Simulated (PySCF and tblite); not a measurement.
The numbers below are computed, except where a source is named.
C₃H₆BrF, numbered as in [CH3:1][C@H:2]([F:3])[CH2:4][Br:5].

Free energies: B3LYP-D3(BJ)/def2-SVP on PBE0-D3(BJ)/def2-SVP structures plus GFN2-xTB thermal terms, symmetry and mirror images included. Conformers within 3 kcal/mol (GFN2-xTB free energy) were kept, 2 at most. GIAO shieldings: WP04/pcSseg-1. Shifts are against TMS (¹H), TMS (¹³C), CFCl3 (¹⁹F) at the same level; of two unlike H on one atom, a is the less shielded. Run with PySCF (density fitting) and tblite.

**Question.** Predict the averaged NMR shifts at 298.15 K.

**Answer.** ¹H: 4.35 (H2, 1H), 3.37 (H4a, 1H), 2.97 (H4b, 1H), 1.42 (H1, 3H) ppm. ¹³C: 94.0 (C2), 47.3 (C4), 21.2 (C1) ppm. ¹⁹F: -186.5 (F3) ppm.

**Question.** How do the conformers differ?

**Answer.** Torsions listed: F3–C2–C4–Br5.
```json
{"conformer": "1", "shape": "171°", "weight %": "81.0"}
{"conformer": "2", "shape": "64°", "weight %": "19.0"}
```

```json
{"signal": "H1", "1": "1.45", "2": "1.29", "average": "1.42"}
{"signal": "H2", "1": "4.36", "2": "4.32", "average": "4.35"}
{"signal": "H4a", "1": "3.40", "2": "3.24", "average": "3.37"}
{"signal": "H4b", "1": "2.98", "2": "2.94", "average": "2.97"}
{"signal": "C1", "1": "20.9", "2": "22.7", "average": "21.2"}
{"signal": "C2", "1": "94.1", "2": "93.9", "average": "94.0"}
{"signal": "C4", "1": "46.8", "2": "49.7", "average": "47.3"}
{"signal": "F3", "1": "-184.6", "2": "-194.9", "average": "-186.5"}
```

**Question.** Which signal moves most, for its nucleus, between 180 and 400 K through the change of populations alone?

**Answer.** F3: -185.4 ppm at 180 K, -185.9 ppm at 230 K, -186.5 ppm at 298.15 K, -186.8 ppm at 330 K, -187.2 ppm at 400 K.

Spin–orbit effects of the heavy atoms on shieldings are missing. At a carbon that bears Br the missing effect is some 10 ppm, beside I tens of ppm. Unscaled ¹⁹F shifts at such levels can be off by tens of ppm; differences between conformers or isomers are more reliable. Shifts are unscaled: against experiment ¹³C can be off by 15 ppm or more and ¹H by 0.8 ppm. For its torsions the set is small; conformers may be missing.
